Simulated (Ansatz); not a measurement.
Molecule: C$_{6}$H$_{13}$S, net charge 0, doublet state. It need not be the lowest isomer of its formula. SMILES: [CH2]CCCCSC
Coordinates optimised at B3LYP-D3(BJ)/def2-TZVP (Ansatz, a program for electronic structure):
```xyz
20

C     -4.0683     0.6516    -0.4740
C     -2.7213     0.8813     0.1054
C     -1.6742    -0.1619    -0.3445
C     -0.2964     0.0909     0.2656
C      0.7340    -0.9378    -0.1841
S      2.3917    -0.7377     0.5393
C      2.9343     0.7802    -0.2898
H     -4.3346     1.0558    -1.4414
H     -4.7595    -0.0417    -0.0137
H     -2.3544     1.8742    -0.1744
H     -2.7722     0.8601     1.1990
H     -1.6052    -0.1505    -1.4364
H     -2.0237    -1.1612    -0.0680
H      0.0389     1.0946    -0.0099
H     -0.3625     0.0752     1.3567
H      0.8292    -0.9438    -1.2731
H      0.4231    -1.9409     0.1152
H      3.9679     0.9488     0.0091
H      2.3400     1.6424     0.0097
H      2.8968     0.6638    -1.3736
```
Charge 0, spin multiplicity 2.

Computed values are from Ansatz. Valence correlation only, unless marked. UHF or UKS for open shells. Spin-orbit coupling is left out. No relativistic terms. CBS(X,Y): correlation extrapolated as X^-3; Hartree-Fock from the larger set. The bracket is a focal-point correction in the basis named.

| Property | Value |
|---|---|
| atomisation energy De | 7685.8 kJ/mol at RI-MP2/CBS(cc-pV(T+d)Z,cc-pV(Q+d)Z)+[CCSD(T)-MP2]/cc-pV(T+d)Z |
| total energy | -633.8512 Eh at RI-MP2/CBS(cc-pV(T+d)Z,cc-pV(Q+d)Z)+[CCSD(T)-MP2]/cc-pV(T+d)Z |
| dipole moment | 1.47 D at CCSD(T)/aug-cc-pV(D+d)Z |
| T1 diagnostic | 0.010 at CCSD/cc-pV(T+d)Z |
